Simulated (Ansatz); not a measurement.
Born–Oppenheimer molecular dynamics of ClFGeH₄O₃ (10 atoms, charge 0, multiplicity 1). It starts at the highest image of a converged band, a first-order saddle point between two minima.

Computed with Ansatz, RKS B3LYP/def2-SVP.

```json
{
  "ensemble": "NVE (velocity Verlet)",
  "time step": "0.5 fs",
  "steps asked": "200",
  "starting velocities drawn for": "100 K",
  "seed": "6876"
}
```

First frame:

```xyz
10
Properties=species:S:1:pos:R:3
Ge 0.178 0.205 -0.052
F -0.114 0.043 1.929
O 1.702 -0.167 -0.853
H 1.653 -1.087 -1.161
O -0.933 1.410 -0.697
H -1.700 0.949 -1.071
O -0.656 -1.362 -0.237
H -1.134 -1.635 0.559
Cl 1.369 2.011 1.193
H 0.528 0.977 2.027
```

Q: How far do the bonds stretch over the last three quarters of this one trajectory? (Pairs bonded in most of those frames.)

A: 
```tsv
bond	mean (Å)	spread (Å)	shortest	longest
Ge1–F2	1.756	0.037	1.70	1.85
Ge1–O3	1.756	0.013	1.74	1.78
Ge1–O5	1.755	0.011	1.74	1.77
Ge1–O7	1.775	0.019	1.75	1.81
O3–H4	0.969	0.003	0.96	0.98
O5–H6	0.968	0.007	0.96	0.98
O7–H8	0.968	0.011	0.95	0.99
Cl9–H10	1.295	0.019	1.27	1.35
```

Mean temperature of the second half: 734 K. The conserved energy stayed within 0.038 meV per atom of its start (net change -0.0025 meV per atom), so the integration is sound. The kinetic energy rose, since the run started high on the potential surface and went downhill. It ends in pieces (ClH + FGeH3O3), so much of that is their flight and rotation, not heat. A run of 0.1 ps of so small a system gives no equilibrium averages. The orbitals stay closed-shell, which can raise the energy where a bond breaks towards radicals; this wasn't checked here.

Time of the run: 8.9 min on 4 threads of Arm Neoverse V1, on a shared host, peak memory 0.35 GiB.
